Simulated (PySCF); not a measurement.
SMILES OS(=[OH+])(=O)O (H₃O₄S (cation, charge +1)), B3LYP/def2-SVP optimised geometry.

```
8

O     -1.00    -1.27     1.01
S     -0.36    -0.48     0.00
O      1.21    -0.48     0.00
O     -0.66     1.05     0.00
O     -0.66    -0.85    -1.48
H      1.60    -0.43     0.90
H     -1.60     1.27     0.17
H     -0.69    -1.82    -1.65
```

Density from B3LYP/def2-TZVP in PySCF at that geometry.

Minimum of the electron density along straight lines between bonded atoms, close to the bond critical point (lines longer than 1.1 times the sum of covalent radii, or with two minima, are not listed):

| bond | length / Å | ρ at the minimum / e bohr⁻³ | ∇²ρ there / e bohr⁻⁵ | position (fraction from the first atom) |
|---|---|---|---|---|
| O1–S2 | 1.430 | 0.319 | 0.91 | 0.60 |
| S2–O3 | 1.561 | 0.256 | -0.03 | 0.40 |
| S2–O4 | 1.561 | 0.256 | -0.03 | 0.40 |
| S2–O5 | 1.561 | 0.256 | -0.03 | 0.40 |
| O3–H6 | 0.984 | 0.326 | -2.28 | 0.82 |
| O4–H7 | 0.984 | 0.326 | -2.28 | 0.82 |
| O5–H8 | 0.984 | 0.326 | -2.28 | 0.82 |
